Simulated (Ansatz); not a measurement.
`C[SiH2][GaH][NH2]` → `[CH2]` (triplet) + `[NH2][GaH][SiH3]` at 500 K and 1 bar (formal loss of a carbene).

Computed with Ansatz on PBE0-D4/def2-TZVP structures; ΔE is electronic, products minus reactants. CBS: MP2 limit from def2 TZ/QZ plus the TZ coupled-cluster correction, frozen cores. This one scheme is used for every species. Triplets are unrestricted, without spin–orbit coupling. For Ga outer-core shells are correlated without core-valence functions, which leaves a few kJ/mol of doubt a bond. Scalar relativity is left out up to krypton. One conformer a species, not always the lowest.

| species | CCSD(T)/CBS energy (Eh) | H − E (kJ/mol) | S (J/(mol·K)) |
| --- | --- | --- | --- |
| `C[SiH2][GaH][NH2]` | -2310.61749 | 280.7 | 455.0 |
| `[CH2]` (triplet) | -39.09499 | 62.7 | 213.9 |
| `[NH2][GaH][SiH3]` | -2271.34304 | 193.2 | 399.9 |

H − E and S are ideal-gas, rigid-rotor, harmonic terms from PBE0-D4/def2-TZVP, for one conformer and one mirror image of each species, with the whole ground term of open shells counted as degenerate. 1 Eh = 2625.50 kJ/mol, R = 8.31446 J/(mol·K).

By hand: ΔE, ΔH, ΔS and ΔG.

ΔE = (-39.09499) + (-2271.34304) − (-2310.61749) = 0.17946 Eh = 471.2 kJ/mol. Δ(H − E) = 62.7 + 193.2 − 280.7 = -24.8, so ΔH = 446.4 kJ/mol. ΔS = 213.9 + 399.9 − 455.0 = 158.8 J/(mol·K). ΔG = 446.4 − 500 × (158.8)/1000 = 367.0 kJ/mol.

By hand: the equilibrium constant, and the temperature at which ΔG would vanish if ΔH and ΔS stayed fixed.

log₁₀ K = −ΔG/(RT ln 10) = -38.3. ΔG = 0 at ΔH/ΔS = 2811 K, far beyond where these terms or the molecules hold.

The number of gas molecules changes by +1, which sets the sign of ΔS. A doubt of 5 kJ/mol in ΔE shifts log₁₀ K by 0.5 here. Other conformers and mirror images would add mixing entropy, several J/(mol·K) or more a flexible species. Modes under 60 cm⁻¹, often nearly free rotors, make the harmonic entropy too high. A triplet takes part, so the spin changes. These are equilibria of isolated gas molecules and say nothing of rates. Largest T1 diagnostic: 0.015 (customary marks: 0.02 for closed shells, 0.045 for open ones).
